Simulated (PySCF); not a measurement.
Species: C3H8O2Si.
SMILES: `OC/C=C\O[SiH3]`

Torsions of this conformer, `[OH:1][CH2:2]/[CH:3]=[CH:4]\[O:5][SiH3:6]`: O1–C2–C3–C4 -126°, C3–C4–O5–Si6 177°, H–O1–C2–C3 57°.

The closed-shell ground state was solved at several levels (PySCF, density fitting, gas phase, non-relativistic). Isolated species at its PBE0-D3(BJ)/def2-SVP geometry (one conformer only).

```json
{"level": "PBE0/6-31G", "basis functions": "74", "HOMO (eV)": "-6.50", "LUMO (eV)": "0.17", "gap (eV)": "6.67", "dipole (D)": "3.79"}
{"level": "wB97X-D/pcSseg-1", "basis functions": "149", "HOMO (eV)": "-8.65", "LUMO (eV)": "1.87", "gap (eV)": "10.52", "dipole (D)": "2.95"}
{"level": "PBE0/STO-3G", "basis functions": "42", "HOMO (eV)": "-3.49", "LUMO (eV)": "4.18", "gap (eV)": "7.67", "dipole (D)": "3.22"}
{"level": "PBE0/pcSseg-1", "basis functions": "149", "HOMO (eV)": "-6.80", "LUMO (eV)": "0.05", "gap (eV)": "6.85", "dipole (D)": "2.89"}
{"level": "mPW1PW91/pcSseg-1", "basis functions": "149", "HOMO (eV)": "-6.84", "LUMO (eV)": "0.08", "gap (eV)": "6.92", "dipole (D)": "2.90"}
{"level": "CAM-B3LYP/pcSseg-1", "basis functions": "149", "HOMO (eV)": "-8.12", "LUMO (eV)": "1.10", "gap (eV)": "9.22", "dipole (D)": "2.95"}
{"level": "BHandHLYP/pcSseg-1", "basis functions": "149", "HOMO (eV)": "-7.87", "LUMO (eV)": "0.97", "gap (eV)": "8.84", "dipole (D)": "3.01"}
{"level": "LC-wPBE/pcSseg-1", "basis functions": "149", "HOMO (eV)": "-9.47", "LUMO (eV)": "2.30", "gap (eV)": "11.77", "dipole (D)": "2.99"}
```

Question: Estimate the row for B97-2/pcSseg-1, a basis of 149 functions; the other rows only guide the guess.

Answer: HOMO -6.55 eV, LUMO 0.09 eV, gap 6.64 eV, dipole 2.87 D.

Question: Over all these levels, which gives the widest orbital gap and which the narrowest?

Answer: LC-wPBE/pcSseg-1 (range-separated hybrid) has the widest, 11.77 eV, and B97-2/pcSseg-1 (global hybrid, 21 % exact exchange) the narrowest, 6.64 eV. The two share the basis. From the narrowest to the widest the HOMO moves by -2.92 eV and the LUMO by +2.21 eV.

Question: How much does the basis alone move the frontier levels among the 3 PBE0 rows?

Answer: The HOMO by 3.31 eV and the LUMO by 4.13 eV. By rising basis size (HOMO, LUMO in eV): STO-3G -3.49, 4.18; 6-31G -6.50, 0.17; pcSseg-1 -6.80, 0.05.

Question: In the pcSseg-1 basis, how does the gap go with the fixed share of exact exchange?

Answer: B97-2 (21 %) 6.64 eV; PBE0 (25 %) 6.85 eV; mPW1PW91 (25 %) 6.92 eV; BHandHLYP (50 %) 8.84 eV. Each rise in the share widens the gap here.

Question: How far do the dipole and the HOMO energy spread over the levels?

Answer: The dipole runs from 2.87 to 3.79 D (mean 3.06 D) and the HOMO from -9.47 to -3.49 eV.
